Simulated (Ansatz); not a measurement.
A run on AsBH$_{5}$NO with other settings.

```yaml
crystal:
  periodic: [false, false, false]
  atoms:
    - {symbol: B, position_ang: [-0.680296, 0.924025, -0.693232]}
    - {symbol: As, position_ang: [0.934233, 0.587926, 0.708257]}
    - {symbol: N, position_ang: [1.476295, -1.028935, -0.000132]}
    - {symbol: O, position_ang: [-1.047308, 0.031704, 0.667964]}
    - {symbol: H, position_ang: [-0.732918, 0.157881, -1.623727]}
    - {symbol: H, position_ang: [-1.249671, 1.809512, -0.548075]}
    - {symbol: H, position_ang: [1.765082, -1.742808, 0.716437]}
    - {symbol: H, position_ang: [1.246564, -1.413064, -0.831555]}
    - {symbol: H, position_ang: [-1.607541, 0.713470, 1.333231]}
basis:
  gaussian: {orbitals: aug-pcseg-2}
hamiltonian: {xc: {name: B2PLYP}}
output: {forces: true}
```

```sh
$ ansatz run in.yaml --threads 4 --pin off --events-out ev --progress --plain --max-ram 10444MiB
```

Output, abridged:

```
Functional definition: B2PLYP
  name "B2PLYP"
  cite "Grimme, J. Chem. Phys. 124, 034108 (2006) doi:10.1063/1.2148954"
  cite "Becke, Phys. Rev. A 38, 3098 (1988) doi:10.1103/PhysRevA.38.3098"
  cite "Lee, Yang & Parr, Phys. Rev. B 37, 785 (1988) doi:10.1103/PhysRevB.37.785"
  parameter a = 0.53
  parameter c = 0.27
  exchange = (1 - a)*b88_x + a*exact_x
  correlation = (1 - c)*lyp_c + c*(mp2_os + mp2_ss)
1908 factors; integrals over basis functions are off by at most 8.7e-4 eV
mean field evaluation 1: about -65107.6743 eV, gradient 6.6e1 eV
mean field evaluation 2: about -65107.7716 eV, gradient 6.6e1 eV
mean field evaluation 4: about -65116.7307 eV, gradient 1.0e1 eV
mean field evaluation 8: about -65116.9459 eV, gradient 1.3e0 eV
mean field evaluation 16: about -65116.9505 eV, gradient 7.3e-4 eV
mean field -65116.95052929 eV, -2393.0037940971 hartree, gradient 1.8e-6 eV, S^2 0.000000; 0 other end points of the search recorded, 0 dependent functions left out
12 core orbitals not correlated: weight in the atoms' cores, before any rotation towards them, 1.000 or more for the frozen orbitals, at most 0.000 for the correlated occupied ones
reference -65116.95071594 eV, -2393.0038009563 hartree; 17, 17 occupied and 283, 283 virtual orbitals, 1908 factors
second order -26.81922866 eV of doubles, -0.00000000 eV of singles
the calculation of the forces begins
Total energy: -65124.19190768 eV, -2393.2699098444 hartree
Atom 0 at    -0.680296     0.924025    -0.693232 Å, force     1.964089    -4.589231     1.009295 eV/Å
Atom 1 at     0.934233     0.587926     0.708257 Å, force    -0.779258    -1.158491    -1.605318 eV/Å
Atom 2 at     1.476295    -1.028935    -0.000132 Å, force     1.637511     0.929021     5.200728 eV/Å
Atom 3 at    -1.047308     0.031704     0.667964 Å, force    -1.908581     3.133260     2.320809 eV/Å
Atom 4 at    -0.732918     0.157881    -1.623727 Å, force     0.235801     0.518363     0.183273 eV/Å
Atom 5 at    -1.249671     1.809512    -0.548075 Å, force    -1.810171     3.816365    -0.055131 eV/Å
Atom 6 at     1.765082    -1.742808     0.716437 Å, force    -0.429724     1.173008    -1.320886 eV/Å
Atom 7 at     1.246564    -1.413064    -0.831555 Å, force    -1.104860    -1.032268    -3.125802 eV/Å
Atom 8 at    -1.607541     0.713470     1.333231 Å, force     2.195192    -2.790027    -2.606969 eV/Å
Dipole moment:     0.046583    -0.049991     0.317682 e Å
```

It took 34 s on 4 threads of an Arm Neoverse V2 on a shared host, with 1.3 GiB of host memory at the peak.
